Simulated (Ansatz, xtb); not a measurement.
**Two isomers of C2H3Sb**

Structure a: `C=[C]=[SbH]`, a singlet. Structure b: `C[C]#[Sb]`, a singlet. Both are isolated molecules in the gas phase, relaxed with r2SCAN-D4/def2-SVP.

a (Å):

```xyz
6

C     0.4084   -0.2042    0.5706
C    -0.0801    0.3530   -0.5104
Sb   -0.7310    1.0575   -2.2371
H    -0.1476   -0.9729    1.1284
H    -1.5564    2.3644   -1.4689
H     1.3884    0.0853    0.9792
```

b (Å):

```xyz
6

C    -0.4132   -2.5314   -1.5814
C    -1.2755   -1.4712   -1.0865
Sb   -2.3836   -0.1087   -0.4506
H    -0.4093   -2.5662   -2.6864
H     0.6321   -2.3894   -1.2507
H    -0.7435   -3.5226   -1.2199
```

Energies in hartree; the thermal terms are from r2SCAN-D4/def2-SVP harmonic frequencies (ideal gas, rigid rotor, one conformer each, 1000 K, 1 atm) and include the zero-point energy:

|  | a | b |
| --- | --- | --- |
| E, CCSD(T)/def2-TZVPP | −317.381431 | −317.402178 |
| zero-point energy | 0.034964 | 0.040354 |
| H(1000 K) − E | 0.064608 | 0.067709 |
| G(1000 K) − E | −0.085990 | −0.073698 |

Question: Work out ΔE, ΔE₀, ΔH and ΔG for a → b in kJ/mol (1 Eh = 2625.50 kJ/mol) and the equilibrium ratio [b]/[a].

Answer: 1. ΔE = −317.402178 − (−317.381431) = −0.020747 Eh = −54.47 kJ/mol.
2. ΔE₀ = ΔE + ΔZPE = −0.020747 + (+0.005390) Eh = −40.32 kJ/mol.
3. ΔH = ΔE + (+0.003101) Eh = −46.33 kJ/mol.
4. ΔG = ΔE + (+0.012292) Eh = −22.20 kJ/mol, so ΔS = (ΔH − ΔG)/T = −24.1 J/(mol K).
5. kT = 3.1668 mEh, so K = [b]/[a] = exp(−ΔG/kT) = exp(+2.67) ≈ 14.

Structure b is favoured at this temperature. An error of 4 kJ/mol in ΔG would change K by a factor of 1.6. Mirror images and further conformers aren't counted.

As drawn, b has 1 C–C, 1 C≡Sb, 1 C–H in place of 1 C=C, 1 C=Sb, 1 Sb–H.

Other levels gave ΔE = −59.1 (GFN2-xTB); −44.9 (HF/STO-3G, GFN2-xTB geometries); −48.0 (r2SCAN-D4/def2-SVP//GFN2-xTB); −45.8 (r2SCAN-D4/def2-SVP); −16.0 (HF/def2-TZVPP); −102.5 (MP2/def2-TZVPP) kJ/mol. The correlated steps freeze 6 core orbitals; the filled d shell of Sb is correlated, in a basis made for valence electrons. Atoms past krypton carry core potentials in the def2 sets, without spin–orbit terms. Programs: Ansatz 0.2.0, xtb 6.7.1.
